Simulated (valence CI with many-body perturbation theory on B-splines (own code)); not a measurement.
# Rh30+: E2, M1, M2 decay

Computed by relativistic CI+MBPT: five valence electrons over a frozen Dirac-Fock core [Ne], a basis of 9 s, 9 p, 8 d, 6 f, 3 g, 1 h functions for each j, with the one-electron correlation potential Σ1 (screened to all orders), the two-electron term Σ2, the three-electron term Σ3, Breit, model QED; selected single and double excitations, second order for the rest (own B-spline code, finite nucleus).

The last digits are not significant, and no measured levels were compared; by estimate large intervals hold to a few tenths of a per cent, small ones and those within an open d or f shell to about a per cent. Among the levels kept, up to 600 cm⁻¹ of a level comes from second order outside the variational space, and about a tenth of that is noise between levels of different J, which matters for small intervals.

Lines 1 to 18 of 18 in falling wavelength, among levels below 236.90 eV, chosen from the decays that carry over 1 % of a level's rate. Wavelengths and rates use the calculated energies. Electric multipoles are in the length gauge, E1 and E2 with the static RPA response of the core. S is in atomic units (e²a₀⁴ for E2 and M2, e²a₀⁶ for E3), for M1 in squared Bohr magnetons. Weak lines are less certain than strong ones. Lines between different terms over intervals too small for the method are left out, as are lines whose strength nearly cancels.

Levels are named by their leading jj configuration (3d3/2^4 stands for four electrons in 3d with j = 3/2), which in mixed levels can hold well under half, so a name can repeat and another be missing. Letters in brackets count levels of one name in rising energy.

```
λ vac (Å)                           Upper                               Lower  Type   A (s⁻¹)  S (a.u.)
     2114  (3s^2 3p1/2 3p3/2 3d5/2) J=9/2  (3s^2 3p1/2 3p3/2 3d5/2) J=7/2 [a]    M1  2.64e+02  9.23e-01
     1996      (3s^2 3p1/2 3p3/2^2) J=5/2          (3s^2 3p1/2 3p3/2^2) J=3/2    M1  6.88e+02  1.22e+00
     1459  (3s^2 3p1/2 3p3/2 3d5/2) J=9/2      (3s^2 3p1/2 3p3/2 3d3/2) J=7/2    M1  5.14e+03  5.92e+00
    600.2      (3s^2 3p3/2^2 3d5/2) J=9/2  (3s^2 3p1/2 3p3/2 3d5/2) J=7/2 [b]    M1  4.91e+04  3.93e+00
    456.2  (3s^2 3p1/2 3p3/2 3d5/2) J=9/2          (3s^2 3p1/2^2 3d5/2) J=5/2    E2  7.90e+01  1.39e-02
    446.9      (3s^2 3p1/2 3p3/2^2) J=3/2          (3s^2 3p1/2^2 3p3/2) J=3/2    M1  2.43e+05  3.22e+00
    442.1            (3s^2 3p3/2^3) J=3/2          (3s^2 3p1/2 3p3/2^2) J=1/2    M1  6.07e+04  7.78e-01
    386.9      (3s^2 3p3/2^2 3d5/2) J=9/2      (3s^2 3p1/2 3p3/2 3d5/2) J=9/2    M1  1.39e+05  2.99e+00
    365.2      (3s^2 3p1/2 3p3/2^2) J=5/2          (3s^2 3p1/2^2 3p3/2) J=3/2    M1  4.63e+04  5.01e-01
    365.2      (3s^2 3p1/2 3p3/2^2) J=5/2          (3s^2 3p1/2^2 3p3/2) J=3/2    E2  5.84e+02  2.03e-02
    345.6            (3s^2 3p3/2^3) J=3/2          (3s^2 3p1/2 3p3/2^2) J=5/2    M1  1.13e+05  6.90e-01
    327.0      (3s^2 3p3/2^2 3d5/2) J=9/2  (3s^2 3p1/2 3p3/2 3d5/2) J=7/2 [a]    M1  9.90e+04  1.28e+00
    305.8      (3s^2 3p3/2^2 3d5/2) J=9/2      (3s^2 3p1/2 3p3/2 3d3/2) J=7/2    M1  4.69e+04  4.97e-01
    296.7      (3s^2 3p1/2 3p3/2^2) J=1/2          (3s^2 3p1/2^2 3p3/2) J=3/2    M1  2.64e+05  5.11e-01
    294.6            (3s^2 3p3/2^3) J=3/2          (3s^2 3p1/2 3p3/2^2) J=3/2    M1  5.27e+05  2.00e+00
    228.9  (3s^2 3p1/2 3p3/2 3d5/2) J=9/2          (3s 3p1/2^2 3p3/2^2) J=5/2    E2  2.89e+02  1.63e-03
    177.6            (3s^2 3p3/2^3) J=3/2          (3s^2 3p1/2^2 3p3/2) J=3/2    M1  7.98e+03  6.62e-03
    98.48  (3s^2 3p1/2 3p3/2 3d5/2) J=9/2          (3s^2 3p1/2 3p3/2^2) J=5/2    M2  8.04e+02  6.65e-05
```
